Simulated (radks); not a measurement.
Problem. Coherent X-ray form factor from a spherical all-electron density. Method: scalar-relativistic Kohn-Sham, PBE, spin-polarised, spherical densities, finite nucleus; Fermi nuclear charge, rms radius of each element as measured or else 0.836 A^(1/3) + 0.57 fm; computed with a radial shooting solver on a logarithmic mesh with Libxc functionals.

sin(theta)/lambda (1/angstrom)  f0 (electrons)
0.05                                    26.964
0.1                                     26.856
0.15                                    26.677
0.2                                     26.430
0.25                                    26.116
0.3                                     25.740
0.4                                     24.817
0.5                                     23.699
0.6                                     22.429
0.8                                     19.619
1                                       16.740
1.25                                    13.456
1.5                                     10.795
2                                        7.442

The species is in the configuration that NIST lists as its ground one. Which atom or ion scatters so?

Solution. The antimony ion Sb24+, [Ar] 3d9. Extrapolating in s^2 from the first two rows gives f0(0) = 27.0, near the electron count 27; among species with that count, the fall with angle is slower the higher Z, and the table is that of Z = 51; from so few rows the species is fixed only to a neighbour or two.
